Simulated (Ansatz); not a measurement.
`C[O][InH][Cl]` + `BC(=C)C` → `C[O][InH2]` + `B/C(C)=C/Cl`  (redistribution)

Calculated with Ansatz (gas phase, PBE0-D4/def2-TZVP geometries, no zero-point term in ΔE). CBS: MP2 limit from def2 TZ/QZ plus the TZ coupled-cluster correction, frozen cores. DFT in def2-TZVPP. B3LYP here is the variant with VWN-RPA as its local correlation; programs differ in this. def2 core potentials past Kr. For In outer-core shells are correlated without core-valence functions, which leaves a few kJ/mol of doubt a bond. One conformer a species, not always the lowest.

Is it downhill or uphill in electronic energy at CCSD(T)/CBS, and by how much? (An estimate is asked.)

The calculation gave: Uphill: ΔE = +171.3 kJ/mol.

What do these levels give: B3LYP-D4, B2PLYP, MP2/def2-TZVPP, CCSD/def2-TZVPP, SCS-MP2/def2-QZVPP, CCSD/CBS(def2)? (An estimate is asked.)

Ansatz gave: B3LYP-D4 161.6, B2PLYP 166.7, MP2/def2-TZVPP 165.7, CCSD/def2-TZVPP 170.2, SCS-MP2/def2-QZVPP 171.6, CCSD/CBS(def2) 176.0 kJ/mol.

Largest T1 diagnostic among the species: 0.017.

In def2-TZVPP, CCSD(T) changes the Hartree–Fock value by −29.7 kJ/mol (the triples alone add −4.7 kJ/mol) and MP2 by −29.5 kJ/mol. From PBE to PBE0 (25 % exact exchange), in def2-TZVPP and without D4, ΔE moves by +10.7 kJ/mol.
